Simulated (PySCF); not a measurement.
# Gas-phase thermal properties of GeHCl

Method: PySCF energies (xtb for GFN2) plus ideal-gas RRHO corrections (1 bar). 6-31G* has spherical d functions here. All species are closed-shell singlets. B3LYP is the form with VWN-RPA correlation. Ge: all electrons, no relativistic terms. GeHCl: computed as isolated molecules; such fragments, hydroxides, amides, oligomers or adducts are transient or little studied in the gas. The harmonic model lacks anharmonicity and excited electronic states, which grow with temperature; levels with a mode under 35 cm⁻¹ are left out.

| level | point group | σ | ZPE (kJ/mol) | S°298 (J/mol/K) | Cp298 (J/mol/K) | S°1000 (J/mol/K) | H1000 − H298 (kJ/mol) |
|---|---|---|---|---|---|---|---|
| B3LYP/6-31G* | Cs | 1 | 17.8 | 265.1 | 43.0 | 323.8 | 34.8 |
| GFN2-xTB | Cs | 1 | 14.2 | 265.4 | 44.1 | 326.3 | 36.1 |
| HF/6-31G* | Cs | 1 | 19.4 | 264.2 | 42.2 | 322.0 | 34.3 |
| PBE/def2-SVP | Cs | 1 | 17.3 | 265.1 | 43.1 | 324.1 | 35.0 |
| PBE0/def2-TZVP | Cs | 1 | 18.1 | 264.4 | 42.7 | 322.9 | 34.7 |
σ: rotational symmetry number. Electronic degeneracy used: 1. Frequencies are unscaled.
